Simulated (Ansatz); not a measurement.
Ansatz (a quantum-chemistry and plane-wave program) input file for Si(F)(SH)3 (FH₃S₃Si), SMILES F[Si](S)(S)S, PBE/def2-SVPD. Geometry: r2SCAN-D4/def2-SVP. This is a generated structure with no PubChem entry under its InChIKey; it may be hypothetical. Other conformers were not sampled.

Ansatz 0.2 input:
```yaml
crystal:
  periodic: [false, false, false]
  atoms:
    - {symbol: F, position_ang: [0.00000000, -0.00000000, 1.87721326]}
    - {symbol: Si, position_ang: [-0.00000000, -0.00000001, 0.25088010]}
    - {symbol: S, position_ang: [-1.90397889, 0.63396932, -0.44606580]}
    - {symbol: S, position_ang: [1.50102298, 1.33190943, -0.44606580]}
    - {symbol: S, position_ang: [0.40295591, -1.96587875, -0.44606580]}
    - {symbol: H, position_ang: [-2.57998539, -0.24269508, 0.33463920]}
    - {symbol: H, position_ang: [1.07981258, 2.35568043, 0.33463921]}
    - {symbol: H, position_ang: [1.50017280, -2.11298535, 0.33463920]}
basis:
  gaussian:
    orbitals: def2-SVPD
hamiltonian:
  xc: {name: PBE}
```

It prints:

```
WARN ansatz: RAYON_NUM_THREADS=1 ignored (pool sized by the plan → 1); use --threads N
Functional definition: PBE
integrals: 0.11 GiB planned
1415 factors; their error is unknown
mean field: 0.60 GiB planned
mean field evaluation 1: about -43116.1522 eV, gradient 3.9e1 eV
mean field evaluation 2: about -43109.3724 eV, gradient 7.8e1 eV
mean field evaluation 4: about -43119.1150 eV, gradient 2.5e0 eV
mean field evaluation 8: about -43119.1346 eV, gradient 1.1e-1 eV
mean field evaluation 16: about -43119.1109 eV, gradient 7.1e-5 eV
mean field -43119.11086550 eV, -1584.5980971240 hartree, gradient 7.1e-5 eV, S^2 0.000000; 0 other end points of the search recorded, 0 dependent functions left out
reference -43119.11092688 eV, -1584.5980993797 hartree; 37, 37 occupied and 115, 115 virtual orbitals, 1415 factors
Total energy: -43119.11092688 eV, -1584.5980993797 hartree
```

The run converged.
